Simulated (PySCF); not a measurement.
A structure optimised at PBE0-D3(BJ)/def2-SVP, used in a PySCF frequency run:

```
Al
F 1 1.6551
O 1 1.6815 2 121.68
H 3 0.9582 1 126.27 2 0.00
Cl 1 2.0742 2 118.99 3 180.00
```
Charge 0, spin multiplicity 1.

**Question.** Write its SMILES, formula and point group.

**Answer.** [OH][Al]([F])[Cl], AlClFHO, Cs

**Question.** What are its rotational constants (standard atomic weights)?

**Answer.** 6.5932, 3.1643, 2.1381 GHz
